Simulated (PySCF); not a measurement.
Bonds (- single, = double, # triple, : aromatic): O1=C2 1.205 Å, C2-O3 1.329 Å, C2-C4 1.499 Å, C4-S5 1.821 Å, S5-Si6 2.168 Å. O3 carries H7; C4 carries H8, H9; Si6 carries H10, H11, H12.

Geometry: GFN2-xTB; GIAO shifts from PySCF, gas phase, non-relativistic, averaged over equivalent atoms.

At PBE0/pcSseg-1 (146 basis functions, roughly 60 core-seconds):
```
      atoms  δ (ppm)
         O1    424.7
         O3    212.8
         C2    180.5
         C4     33.2
        Si6    -55.3
         H7     6.41
H10/H11/H12     4.76
      H8/H9     3.38
```

Referencing at the same level of theory: 17O (σref 336.08) vs H2O; TMS for 13C (σref 186.93), 29Si (σref 349.16), 1H (σref 31.72).

Problem. Estimate the result of repeating the calculation with B97-D/pcSseg-1.

Solution. 
```
      atoms  δ at B97-D/pcSseg-1  change
         O1                405.1   -19.6
         O3                214.8    +2.0
         C2                172.8    -7.7
         C4                 35.0    +1.8
        Si6                -57.1    -1.8
         H7                 6.30   -0.11
H10/H11/H12                 4.73   -0.03
      H8/H9                 3.47   +0.09
```

References, each an isolated molecule treated in the same way: H2O for 17O (332.11 ppm); 13C (181.77 ppm), 29Si (343.16 ppm), 1H (31.85 ppm) vs TMS.

The largest change is at O1 (carbonyl oxygen). Cost: 146 basis functions, of the order of 50 core-seconds.

The C=O carbon of an acid or of an amide with N–H lies up to 10 ppm further downfield in solution, through hydrogen bonding that the calculation lacks. Unscaled 17O shifts of doubly bonded oxygen tend to come out too high, by tens of ppm or more. Experimental scales use liquid or dissolved standards, which lie at an offset from isolated H2O (liquid H2O: subtract about 36 ppm).
